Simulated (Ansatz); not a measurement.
Input for Ansatz (a first-principles code): R-B3LYP-D3(BJ)/def2-TZVP on H2O (SMILES O).

Ansatz 0.2 input:
```yaml
crystal:
  periodic: [false, false, false]
  atoms:
    - {symbol: O, position_ang: [0.00000000, -0.00000000, 0.39750000]}
    - {symbol: H, position_ang: [0.00000000, 0.76320000, -0.19880000]}
    - {symbol: H, position_ang: [0.00000000, -0.76320000, -0.19880000]}
basis:
  gaussian:
    orbitals: def2-TZVP
hamiltonian:
  xc: b3lyp
  dispersion: d3bj
relax: {f_tol: 0.004, max_steps: 120}
scf: {lower_state_search: off}
```

Predict the final total energy.

-76.4636 hartree.
